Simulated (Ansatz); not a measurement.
Breaking the Pb1–H2 bond in CH4OPb (SMILES C[O][PbH]) (multiplicity 1 held, fragments rigid). Energies count from the point at 1.878 Å.
Geometry at that point (charge 0, multiplicity 1):
```xyz
7

Pb    -0.181    -0.246     0.340
H     -1.228    -0.742    -1.138
O      1.005     1.069    -0.779
C      0.897     1.349    -2.156
H      0.711     2.418    -2.306
H      1.837     1.100    -2.662
H      0.088     0.788    -2.639
```

Restricted levels (R-, RO-) in cc, def2 and unpolarised 6-31G sets keep to the state of the molecule at rest. U- levels take the lowest unrestricted solution at each point, which mixes spins at long bonds. Active spaces are followed from a long bond inwards. Curves can end on different states.

Frozen-core correlation. Filled d and f shells under p-block atoms count as core.

Run with Ansatz (Gaussian orbitals).  In def2 rows elements past Kr take small-core potentials, without spin–orbit coupling.

```json
[
 {"level": "U-HF/def2-SVP", "energy at R = 6.011 Å (kJ/mol)": "166.1"},
 {"level": "R-MP2/def2-SVP", "energy at R = 6.011 Å (kJ/mol)": "334.1"},
 {"level": "U-MP2/def2-SVP", "energy at R = 6.011 Å (kJ/mol)": "…"},
 {"level": "R-SCS-MP2/def2-SVP", "energy at R = 6.011 Å (kJ/mol)": "…"},
 {"level": "U-SCS-MP2/def2-SVP", "energy at R = 6.011 Å (kJ/mol)": "231.6"},
 {"level": "SC-NEVPT2 on CASSCF(2,2)/def2-SVP", "energy at R = 6.011 Å (kJ/mol)": "229.0"},
 {"level": "FIC-NEVPT4(SD) on CASSCF(2,2)/def2-SVP", "energy at R = 6.011 Å (kJ/mol)": "236.9"},
 {"level": "FIC-MRCISD on CASSCF(2,2)/def2-SVP", "energy at R = 6.011 Å (kJ/mol)": "236.8"},
 {"level": "FIC-MRCISD+Q on CASSCF(2,2)/def2-SVP", "energy at R = 6.011 Å (kJ/mol)": "239.7"}
]
```

Task: Fill in the missing entries.

Result: 
- U-MP2/def2-SVP, energy at R = 6.011 Å (kJ/mol): 222.2
- R-SCS-MP2/def2-SVP, energy at R = 6.011 Å (kJ/mol): 297.3

Doubts at one or more of the structures used: a spin-contaminated determinant (U-HF/def2-SVP, U-MP2/def2-SVP, U-SCS-MP2/def2-SVP); a restricted determinant that unrestricted orbitals would lower (R-MP2/def2-SVP, R-SCS-MP2/def2-SVP).

Ansatz is an electronic-structure program.
